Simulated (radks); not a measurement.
Eu XVII, configuration [Kr] 4d10 4f1. Method: scalar-relativistic Kohn-Sham, PBEsol, spin-polarised, spherical densities, finite nucleus; open shells are filled with parallel spins first (spin-orbit coupling, left out, can overturn this in heavy ions); Fermi nuclear charge, rms radius 5.1115 fm; computed with a radial shooting solver on a logarithmic mesh with Libxc functionals.

X-ray form factor f0, the Fourier transform of the density (f0(0) = 47):

sin(theta)/lambda (1/angstrom),f0 (electrons)
0.05,46.836
0.1,46.350
0.15,45.559
0.2,44.490
0.25,43.180
0.3,41.671
0.4,38.240
0.5,34.566
0.6,30.971
0.8,24.851
1,20.584
1.25,17.277
1.5,15.065
2,11.380
